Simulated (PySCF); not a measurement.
A calculated (r2SCAN, PySCF 2.14, aug-cc-pwCVTZ-DK, scalar relativity by spin-free X2C-1e) atom or ion has these occupied shells.

```tsv
shell	electrons	orbital energy (eV)	rms radius, mean of both spins (bohr)
1s β	1	-4901.4	0.0805
1s α	1	-4901.4	0.0805
2s α	1	-559.85	0.352
2s β	1	-559.08	0.352
2p α	3	-464.67	0.322
2p β	3	-464.08	0.322
3s α	1	-81.092	1.08
3s β	1	-79.141	1.08
3p α	3	-56.370	1.18
3p β	3	-54.284	1.18
3d α	2	-21.196	1.58
```

(1) Name the element and its charge.

Answers

(1) Ti²⁺ (titanium, charge +2), in [Ar] 3d2, high-spin 3F determinant.
